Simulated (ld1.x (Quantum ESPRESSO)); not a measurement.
# lead (Pb): TM pseudisation with PBE, scalar-relativistic reference atom.

* Element: lead
* Generator: ld1.x (Quantum ESPRESSO) 7.5
* Type: norm-conserving Troullier–Martins (Kleinman–Bylander form)
* Functional: PBE
* Relativity: scalar-relativistic
* Frozen core: [Xe] 4f14 5d10
* Valence charge: 4
* Reference configuration: 6s2 6p2
* Partial waves: 6p (bound): rc 2.60 bohr; 6s (bound): rc 1.60 bohr
* Local potential: the s channel
* Core correction: Bessel-smoothed model core inside 1.20 bohr

What the tests gave:

| Property | Result |
| --- | --- |
| Cutoffs needed | 45 Ry and 100 Ry (the cutoffs (Ry, on a coarse ladder) from which the occupation-weighted sum of valence levels, in a spherical-Bessel basis at the reference potential, stays within 10 and 1 mRy of its value at 400 Ry) |
| Ghost test | no extra level below or beside the all-electron valence levels (p, s, d, f tested) (spherical-Bessel basis up to 400 Ry, 20 bohr box) |
| Largest excitation error | -597 meV (all-electron minus pseudo) for 6s1 6p0, out of 7 test configurations |

Generation and tests took about 1.7 s on one core of a shared server CPU.
